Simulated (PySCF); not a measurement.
**Electron correlation in Re⁺ (rhenium, charge +1)**

[Xe] 4f14 5d5 6p1, high-spin 7P determinant (an excited configuration). Calculation: PySCF 2.14, in x2c-TZVPPall with one added diffuse shell each of s, p, d, f type (12s8p8d4f1g, 113 functions); the spin-free X2C one-electron Hamiltonian (Gaussian nucleus). Frozen: [Xe] 4f14; 6 electrons correlated.

```csv
level,correlation energy (mhartree)
CCSD,-68.92
(T),-1.39
CCSD(T),-70.31
```

Diagnostics: T1 = 0.014, D1 = 0.0453, largest double amplitude 0.065.

**Question.** Is a single reference adequate?

**Answer.** Yes, within this model without spin-orbit coupling: T1 lies below 0.03 and no double amplitude reaches 0.07.
